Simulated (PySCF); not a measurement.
C₅H₁₂ClNSi.
Geometry (PBE0-D3(BJ)/def2-SVP, Å), atoms numbered from 1 in this order:
```xyz
20
C5H12ClNSi angstrom
C      0.7545   -2.4079   -4.9249
N      0.2375   -1.4835   -5.9090
Si     1.1060   -1.1247   -7.3456
Cl     0.5922   -2.3448   -8.9708
C     -1.1626   -1.1883   -5.7398
C     -2.2238   -2.2938   -5.9573
C     -3.1567   -1.1973   -6.5028
C     -1.9102   -0.3375   -6.7804
H      0.2524   -3.3926   -4.9673
H      0.6158   -2.0075   -3.9041
H      1.8312   -2.5739   -5.0734
H      2.5439   -1.3721   -7.0614
H      0.8509    0.2633   -7.8076
H     -1.3150   -0.7442   -4.7362
H     -2.5533   -2.8876   -5.0916
H     -1.8950   -2.9720   -6.7605
H     -3.8006   -1.4497   -7.3569
H     -3.7840   -0.7625   -5.7096
H     -1.9556    0.7508   -6.6279
H     -1.5392   -0.5358   -7.7990
```

Computed with PySCF at CAM-B3LYP/def2-SVPD, non-relativistic, on one gas-phase PBE0-D3(BJ)/def2-SVP geometry that isn't relaxed in the solvent. The solvent is an IEF-PCM continuum (cavity from Bondi-type radii × 1.2), and excitations are vertical TDDFT with non-equilibrium linear response and a frozen core. Specific hydrogen bonds and non-electrostatic terms are outside this model.

```csv
run,E − E(gas) (kcal/mol),HOMO (eV),HOMO–LUMO gap (eV),dipole (D),lowest singlet (eV),static polarisability (au)
gas,0.00,-8.06,9.23,2.32,6.31,103.9
P,-1.69,-7.93,9.20,2.84,6.29,129.3
Q,-1.08,-7.96,9.23,2.64,6.29,118.9
```

Question: The runs were made in benzene and chloroform. Which run belongs to which solvent?

Answer: P = chloroform, Q = benzene. The dielectric constants are 2.271 (benzene), 4.711 (chloroform), and the energy falls further as ε rises. The optical constants n² used for the excitations are 2.25, 2.09 in the same order. In this model the ground state sees the solvent through ε alone.

Question: How constant is the ratio of the lowering to (ε − 1)/(2ε + 1)?

Answer: 
```csv
solvent,(ε − 1)/(2ε + 1),E − E(gas) (kcal/mol),ratio (kcal/mol),polarisation term (kcal/mol)
benzene,0.229,-1.08,-4.7,-1.15
chloroform,0.356,-1.69,-4.7,-1.88
```

The ratio changes by +0.7 % in size from benzene to chloroform. The polarisation term is half the interaction of the solute with the induced surface charges.
